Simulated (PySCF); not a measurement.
Molfile (atoms numbered from 1):
```
C5H15NSi2
     RDKit          3D

 23 23  0  0  0  0  0  0  0  0999 V2000
   -2.7362    0.0147    0.6232 C   0  0  0  0  0  0  0  0  0  0  0  0
   -1.7756    0.6529   -0.2426 N   0  0  0  0  0  0  0  0  0  0  0  0
   -0.4577    1.6545    0.2935 Si  0  0  2  0  0  4  0  0  0  0  0  0
    0.8606    1.6923   -1.0730 C   0  0  0  0  0  0  0  0  0  0  0  0
    1.7386    0.4432   -0.9249 C   0  0  0  0  0  0  0  0  0  0  0  0
    2.3423    0.3153    0.4839 C   0  0  2  0  0  0  0  0  0  0  0  0
    3.2397   -0.9061    0.6379 C   0  0  0  0  0  0  0  0  0  0  0  0
    0.9024    0.4233    1.7476 Si  0  0  0  0  0  4  0  0  0  0  0  0
   -3.5875    0.6600    0.9176 H   0  0  0  0  0  0  0  0  0  0  0  0
   -3.1557   -0.8924    0.1556 H   0  0  0  0  0  0  0  0  0  0  0  0
   -2.2418   -0.3092    1.5537 H   0  0  0  0  0  0  0  0  0  0  0  0
   -2.1343    0.8348   -1.1749 H   0  0  0  0  0  0  0  0  0  0  0  0
   -0.8414    3.0464    0.7185 H   0  0  0  0  0  0  0  0  0  0  0  0
    1.4712    2.6056   -0.9525 H   0  0  0  0  0  0  0  0  0  0  0  0
    0.4066    1.7504   -2.0765 H   0  0  0  0  0  0  0  0  0  0  0  0
    1.1275   -0.4543   -1.1387 H   0  0  0  0  0  0  0  0  0  0  0  0
    2.5507    0.4436   -1.6748 H   0  0  0  0  0  0  0  0  0  0  0  0
    2.9446    1.2269    0.6669 H   0  0  0  0  0  0  0  0  0  0  0  0
    4.0573   -0.8995   -0.1038 H   0  0  0  0  0  0  0  0  0  0  0  0
    2.6705   -1.8385    0.4910 H   0  0  0  0  0  0  0  0  0  0  0  0
    3.6997   -0.9559    1.6373 H   0  0  0  0  0  0  0  0  0  0  0  0
    0.3560   -0.9430    2.0392 H   0  0  0  0  0  0  0  0  0  0  0  0
    1.3324    1.0387    3.0430 H   0  0  0  0  0  0  0  0  0  0  0  0
  1  2  1  0
  2  3  1  0
  3  4  1  0
  4  5  1  0
  5  6  1  0
  6  7  1  0
  6  8  1  0
  8  3  1  0
  1  9  1  0
  1 10  1  0
  1 11  1  0
  2 12  1  0
  3 13  1  1
  4 14  1  0
  4 15  1  0
  5 16  1  0
  5 17  1  0
  6 18  1  1
  7 19  1  0
  7 20  1  0
  7 21  1  0
  8 22  1  0
  8 23  1  0
M  END
```

Geometry: PBE0-D3(BJ)/def2-SVP; GIAO shifts from PySCF 2.14.0 with density-fitted response routines, gas phase, non-relativistic, averaged over equivalent atoms.

At PBE0/pcSseg-1 (225 basis functions, 88 s wall time on 1 thread of an Arm Neoverse N1, shared host):
| atoms | δ (ppm) |
| --- | --- |
| C5 | 35.8 |
| C1 | 32.9 |
| C6 | 24.7 |
| C7 | 20.7 |
| C4 | 19.8 |
| N2 | 13.5 |
| Si3 | -6.0 |
| Si8 | -60.4 |
| H13 | 5.24 |
| H23 | 3.72 |
| H22 | 3.50 |
| H9/H10/H11 | 2.61 |
| H17 | 1.90 |
| H16 | 1.35 |
| H19/H20/H21 | 1.35 |
| H15 | 1.10 |
| H18 | 0.68 |
| H14 | 0.47 |
| H12 | -0.60 |

Referencing at the same level of theory: TMS for 13C (σref 184.41) and 29Si (σref 351.99) and 1H (σref 31.27); 15N (σref 265.67) vs NH3.

What do these become at wB97X-D/pcSseg-1?

Answers


```csv
atoms,δ at wB97X-D/pcSseg-1,change
C5,34.9,-0.9
C1,32.9,+0.0
C6,22.8,-1.9
C7,20.5,-0.2
C4,18.5,-1.3
N2,10.0,-3.5
Si3,-6.9,-0.9
Si8,-58.6,+1.8
H13,5.08,-0.16
H23,3.70,-0.02
H22,3.49,-0.01
H9/H10/H11,2.58,-0.03
H17,1.83,-0.07
H16,1.29,-0.06
H19/H20/H21,1.31,-0.04
H15,1.00,-0.10
H18,0.56,-0.12
H14,0.38,-0.09
H12,-0.61,-0.01
```

Shifts are taken against calculated references (same method and geometry level): 13C (σ = 184.54 ppm), 29Si (σ = 352.93 ppm), 1H (σ = 31.38 ppm) against TMS; 15N (σ = 263.98 ppm) against NH3.

The largest change is at N2 (nitrogen bonded to C, Si, H). Cost: 225 basis functions, 110 s wall time on 1 thread of an Arm Neoverse N1, shared host. The order of the carbon signals is the same at both levels.

Experimental scales use liquid or dissolved standards, which lie at an offset from isolated NH3 (liquid NH3: subtract about 20 ppm).
